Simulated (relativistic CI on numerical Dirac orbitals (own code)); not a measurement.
# Hyperfine structure of W⁵¹⁺, mass number 183

Method of calculation: Dirac-Coulomb-Breit CI, orbitals from a KLI potential per configuration, model QED (radiative potential, 1s self-energy scaled to tabulated hydrogen-like ionisation energies), unscaled Slater integrals (own radial code, finite nucleus).

CI space (outside the closed core [Ne]): 3s2.3p6.3d5, 3s2.3p5.3d6, 3s2.3p4.3d7, 3s.3p6.3d6, 3p6.3d7, 3s.3p5.3d7, 3s2.3p6.3d4.4s, 3s2.3p6.3d4.4p, 3s2.3p4.3d6.4s, 3s2.3p5.3d5.4s, 3s2.3p6.3d4.4f, 3p6.3d6.4s, 3s2.3p6.3d3.4s2, 3s2.3p6.3d4.5s, 3p6.3d5.4s2. Levels of other configurations are missing.

Nuclear spin I = 1/2, μ = 0.11739 μN (tables of Stone and Pyykkö). The electronic factors are computed for point nuclear moments, without core polarisation or the Bohr-Weisskopf and QED corrections.

```
             Level   E (eV)  A (MHz)
3s2.3p6.3d5 2D_3/2  102.608    22650
3s2.3p6.3d5 4D_7/2  136.518     8883
3s2.3p6.3d5 4G_9/2  139.106    11320
```

Levels with J = 0, under 50 % of one LS term, or S terms without an open s electron are left out. Small factors come from cancelling terms and can be off by tens of per cent or more.

At this charge energies of transitions that change n are usually good to better than 1 %, and those within a shell (Δn = 0) to a few per cent.

Q: Give the hyperfine levels of 3s2.3p6.3d5 2D_3/2 relative to its centre of gravity.

A: With K = F(F + 1) − I(I + 1) − J(J + 1), E = AK/2: F = 1: -28310, F = 2: 16990 MHz.

LS names give the leading component of a level, which can be under half, so a name can repeat, a term be missing and a line seem to break the LS rules.
